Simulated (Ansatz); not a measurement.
Species: sum formula BN$_{2}$H$_{4}$Cl, charge 0, multiplicity 1. 
Geometry from a B3LYP-D3(BJ)/def2-TZVP (Ansatz, an electronic-structure program) optimisation:
```xyz
8

N     -1.1176    -1.2074    -0.2308
B      0.0437    -0.4192    -0.1476
N      1.3329    -0.8584    -0.4964
Cl    -0.1325     1.2714     0.4475
H     -1.1216    -2.1602    -0.5500
H     -2.0201    -0.8535     0.0290
H      1.5326    -1.7822    -0.8377
H      2.1363    -0.2615    -0.4215
```

Quantity: vertical ionisation energy (to the doublet state of charge +1; each state is the SCF solution reached for its spin; the UHF <S^2> is 0.90 for the doublet (pure: 0.75); for the doublet the Hartree-Fock reference is unstable and T1 is 0.022), in eV. Correlated levels leave the core frozen unless marked. UHF or UKS for open shells. Spin-orbit coupling is left out. No relativistic terms. 

| level | program | vertical ionisation energy (eV) |
|---|---|---|
| RI-HF/aug-cc-pV(T+d)Z | Ansatz | 8.89 |
| PBE0/def2-TZVPD | Ansatz | 9.61 |
| BHLYP/def2-TZVPD | Ansatz | 9.66 |
| wB97X-V/def2-TZVPD | Ansatz | 9.85 |
| RI-MP2/aug-cc-pV(T+d)Z | Ansatz | 10.22 |
| CCSD(T)/aug-cc-pV(D+d)Z | Ansatz | 9.69 |
